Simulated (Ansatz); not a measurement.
Cost and result for the atomization energy of C₈H₁₈O, SMILES `CCCCC(CC)CO` (27 atoms, 26 bonds).

Z-matrix (Å, degrees):
```
C
C 1 1.520
H 1 1.092 2 111.2
H 1 1.092 2 112.0 3 -120.1
H 1 1.094 2 110.9 3 119.7
C 2 1.524 1 114.2 3 -176.8
H 2 1.097 1 109.5 3 60.6
H 2 1.095 1 109.0 3 -55.0
C 6 1.520 2 113.9 1 -66.0
H 6 1.098 2 109.1 1 56.4
H 6 1.095 2 108.6 1 171.5
C 9 1.525 6 114.5 2 177.3
H 9 1.097 6 109.3 2 -59.7
H 9 1.093 6 110.1 2 55.9
C 12 1.531 9 114.2 6 60.1
C 12 1.524 9 110.8 6 -173.7
H 12 1.102 9 107.5 6 -57.7
C 15 1.521 12 115.3 9 57.4
H 15 1.096 12 108.3 9 180.0
H 15 1.094 12 108.9 9 -65.6
O 16 1.413 12 113.5 9 60.5
H 16 1.093 12 110.4 9 -57.4
H 16 1.100 12 109.5 9 -175.3
H 18 1.092 15 110.6 12 178.6
H 18 1.093 15 112.1 12 59.0
H 18 1.093 15 111.8 12 -61.9
H 21 0.961 16 108.0 12 60.5
```

Total charge 0; spin multiplicity 1. The geometry is a stationary point of PBE0-D4/def2-TZVP. It is one conformer, not always the lowest. Program: Ansatz. All runs use 4 threads of an AMD EPYC 7R13 on a shared host and a share of an NVIDIA H100 80 GB. Times are those of one run each, without the atoms' runs, and a repeat can differ threefold. Electronic energies, without spin–orbit coupling; frozen cores. CCSD(T)/CBS adds CCSD(T) − MP2 in def2-TZVPP to the MP2 limit, and its time is that of the two runs behind it. T1 = 0.009. B3LYP takes the VWN-RPA correlation (the form of Gaussian; ORCA's B3LYP/G).

CCSD(T)/CBS is a level of theory with its own doubt, some kJ/mol a heavy atom from the limit and from the frozen cores, so smaller differences don't rank the functionals.

| level | functions | wall time |
| --- | --- | --- |
| CAM-B3LYP-D4/def2-TZVPP | 531 | 3.7 s |
| BLYP-D4/def2-TZVPP | 531 | 3.8 s |
| r2SCANh-D4/def2-TZVPP | 531 | 4.6 s |
| B3LYP-D4/def2-TZVPP (with forces) | 531 | 4.8 s |
| r2SCAN-D4/def2-TZVPP (with forces) | 531 | 4.9 s |
| PBE-D4/def2-TZVPP (with forces) | 531 | 6 s |
| LDA (SPW92)/def2-TZVPP | 531 | 6.5 s |
| B2PLYP/def2-TZVPP | 531 | 6.5 s |
| CCSD(T)/def2-SVP | 216 | 10 s |
| ωB97M-V/def2-TZVPP (with forces) | 531 | 11 s |
| MP2/def2-QZVPP | 1053 | 12 s |
| CCSD(T)/def2-TZVPP | 531 | 2 min |
| CCSD(T)/CBS(def2) | – | 2.2 min |

(1) What atomization energy does each give, and how far from CCSD(T)/CBS? (Estimate.)

## Answers

(1) Computed: 
```csv
level,atomization (kcal/mol),difference from CCSD(T)/CBS,per bond
CAM-B3LYP-D4/def2-TZVPP,2587.9,11.4,0.4
BLYP-D4/def2-TZVPP,2560.8,-15.7,-0.6
r2SCANh-D4/def2-TZVPP,2570.6,-5.9,-0.2
B3LYP-D4/def2-TZVPP (with forces),2575.4,-1.1,0.0
r2SCAN-D4/def2-TZVPP (with forces),2580.0,3.5,0.1
PBE-D4/def2-TZVPP (with forces),2622.6,46.1,1.8
LDA (SPW92)/def2-TZVPP,2928.0,351.5,13.5
B2PLYP/def2-TZVPP,2549.2,-27.3,-1.1
CCSD(T)/def2-SVP,2481.5,-95.0,-3.7
ωB97M-V/def2-TZVPP (with forces),2582.5,6.0,0.2
MP2/def2-QZVPP,2580.5,4.0,0.2
CCSD(T)/def2-TZVPP,2522.5,-54.0,-2.1
CCSD(T)/CBS(def2),2576.5,0.0,0.0
```

From r2SCAN to r2SCAN0 (25 % exact exchange), in def2-TZVPP and without D4, the atomization energy moves by −23.2 kcal/mol: exact exchange takes away binding that semilocal exchange gives to molecules. Leaving LDA and LC-ωPBE aside and taking each functional with its dispersion term where it has one, the values, not all of them listed here, spread over 105.2 kcal/mol, from BHLYP-D4 to PBE-D4. LDA lies +319.6 kcal/mol from PBE without D4, its usual overbinding. At CCSD(T), def2-SVP lies −94.9 kcal/mol from the extrapolated value and def2-TZVPP −54.0 kcal/mol: correlation converges slowly with the basis, and small sets miss more of it in the bonded molecule than in its fragments.
